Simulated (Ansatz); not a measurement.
Program: Ansatz. Geometries: PBE0-D4/def2-TZVP. ΔE: electronic, gas phase. CCSD(T)/CBS adds triple-zeta CCSD(T) − MP2 to the extrapolated MP2 energy (def2 sets, frozen cores). This one scheme is used for every species. DFT in def2-TZVPP. For Zn outer-core shells are correlated without core-valence functions, which leaves a few kJ/mol of doubt a bond. Scalar relativity is left out up to krypton. Each species was taken in one conformer, which may not be the lowest.

`C[N](C)[Zn][O][SiH3]` + HCl → `C[N](C)[Zn][Cl]` + `O[SiH3]`  (ligand exchange at a Zn–O bond)

`C[N](C)[Zn][O][SiH3]`:

Cartesian coordinates in Å:
```
C 2.204 -0.891 0.216
N 0.863 -0.904 -0.303
C 0.770 -1.557 -1.581
Zn -0.484 0.038 0.422
O -1.830 0.864 1.203
Si -2.668 2.252 1.193
H 2.252 -0.407 1.194
H 2.592 -1.914 0.340
H 2.906 -0.361 -0.449
H 1.389 -1.066 -2.349
H 1.108 -2.604 -1.518
H -0.259 -1.572 -1.950
H -1.842 3.400 0.713
H -3.141 2.567 2.568
H -3.859 2.155 0.301
```

HCl:

Z-matrix (Å, degrees):
```
Cl
H 1 1.279
```

`C[N](C)[Zn][Cl]`:

Cartesian coordinates in Å:
```
C -0.779 0.836 -0.709
N 0.168 -0.038 -0.070
C -0.333 -0.601 1.155
Zn 1.808 -0.382 -0.727
Cl 3.713 -0.783 -1.492
H -1.053 1.684 -0.061
H -1.713 0.309 -0.962
H -0.379 1.252 -1.637
H -0.587 0.180 1.890
H 0.401 -1.262 1.624
H -1.247 -1.194 0.988
```

`O[SiH3]`:

Z-matrix (Å, degrees):
```
Si
O 1 1.648
H 1 1.489 2 111.7
H 1 1.489 2 111.7 3 120.9
H 1 1.481 2 105.9 3 -119.6
H 2 0.957 1 117.9 3 -60.5
```

```
             level  ΔE (kJ/mol)
         revPBE-D4        -71.4
          BHLYP-D4        -76.8
           ωB97M-V        -75.5
RPA@PBE/def2-TZVPP        -58.3
       HF/def2-SVP        -76.0
     CCSD/def2-SVP        -52.8
  CCSD(T)/def2-SVP        -50.9
     MP2/CBS(def2)        -72.6
```

Question: What does CCSD(T)/CBS give? (An estimate is asked.)

Answer: The calculation gave: -72.5 kJ/mol. The listed levels differ from it by 1.1, -4.3, -3.0, 14.2, -3.5, 19.7, 21.6, -0.1 kJ/mol.

Largest T1 diagnostic among the species: 0.015.

From r2SCAN to r2SCAN0 (25 % exact exchange), in def2-TZVPP and without D4, ΔE moves by −4.9 kJ/mol. The D4 term adds +3.3 kJ/mol with B3LYP and +2.0 kJ/mol with PBE0; it sums over pairs of atoms, weighted by their polarisabilities, and B3LYP, whose exchange is more repulsive, gets the larger term.

B3LYP here is the variant with VWN-RPA as its local correlation; programs differ in this.
